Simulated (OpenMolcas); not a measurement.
Nb4+ (d1) in a complex was computed by SS-CASPT2, IPEA 0.25 Eh, imaginary shift 0.1 Eh with the d shell active (OpenMolcas, ANO-RCC-VDZP on the metal). Its lowest spin-free states, and all those of the highest spin:

```json
{"2S+1": "2", "Degeneracy": "2", "E (cm-1)": "0"}
{"2S+1": "2", "Degeneracy": "1", "E (cm-1)": "5520"}
{"2S+1": "2", "Degeneracy": "1", "E (cm-1)": "6770"}
{"2S+1": "2", "Degeneracy": "1", "E (cm-1)": "42900"}
```

Question: Is the site octahedral, tetrahedral or cube-like, axial, or of lower symmetry?

Answer: The states with 2S+1 = 2 have orbital degeneracies 2, 1, 1, 1. There are pairs but no triples, so the site is axial: not cubic, but with a proper or improper axis of order three or more. The run had Nb4+ with 5 ligands (fluoride) in square pyramidal coordination (C4v) at 1.93 Å, the axial distance 2.104 Å. A charge of +0.2 e stands 2.8 Å behind each ligand. Ligand basis ANO-RCC-VDZP.

Over all roots computed the reference weight is 0.74; a low but even weight reflects the number of correlated electrons. An orbital doublet at a regular site is open to a Jahn-Teller distortion, which this geometry leaves out. The least metal-like active orbital is 66 % on the metal (Löwdin) and no ligand orbital is active, so the numbers are rough. Ligand-to-metal charge-transfer states are missing. No measured value stands beside these numbers; the geometry was imposed, not optimised, and the real ion may take another.
